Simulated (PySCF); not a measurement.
# [Ce(H2O)3]3+: from a saddle point downhill

PySCF 2.14.0, RKS PBE0, Ce lcecp-1-SVP with ECP47, O def2-SVP, H def2-SVP; non-relativistic Hamiltonian with scalar-relativistic core potentials where named; density fitting; no spin-orbit coupling. Relaxed within the symmetry of its start, the geometry (D3h) is

```xyz
10

Ce    0.0000    0.0000    0.0000
O     2.3943    0.0000    0.0000
H     3.0107    0.0000    0.7694
H     3.0107    0.0000   -0.7694
O    -1.1971    2.0736    0.0000
H    -1.5053    2.6073    0.7694
H    -1.5053    2.6073   -0.7694
O    -1.1972   -2.0735    0.0000
H    -1.5054   -2.6073    0.7694
H    -1.5054   -2.6073   -0.7694
```

and its lowest harmonic modes are -189, -174, -174, -48, 46, 46 cm⁻¹ (negative: unstable). It was moved along the lowest mode and relaxed again, within the group D3 that the move left.

Where does it end, and how much lower?

In D3, nearly planar, 0.130 eV lower, after 29 steps:
```xyz
10

Ce    0.0000    0.0000    0.0000
O     2.3796    0.0000    0.0000
H     2.9954   -0.7677    0.0665
H     2.9954    0.7677   -0.0665
O    -1.1898    2.0608    0.0000
H    -0.8329    2.9779    0.0665
H    -2.1625    2.2103   -0.0665
O    -1.1898   -2.0607    0.0000
H    -2.1625   -2.2102    0.0665
H    -0.8329   -2.9779   -0.0665
```

How do the contacts change?


```
     contact  saddle (Å)  end (Å)
Ce1–O2 (H2O)       2.394    2.380
Ce1–O5 (H2O)       2.394    2.380
Ce1–O8 (H2O)       2.394    2.380
```


Is the end a minimum?

Yes, as far as the noise of the softest modes lets one tell (those above −25 cm⁻¹ count as noise); lowest modes -7, 75, 75, 88, 119, 119 cm⁻¹.

An lcecp potential fixes the number of 4f electrons, so in runs with it no electron can move into or out of that shell.

State: singlet in the valence, with the 4f electrons in the core potential.
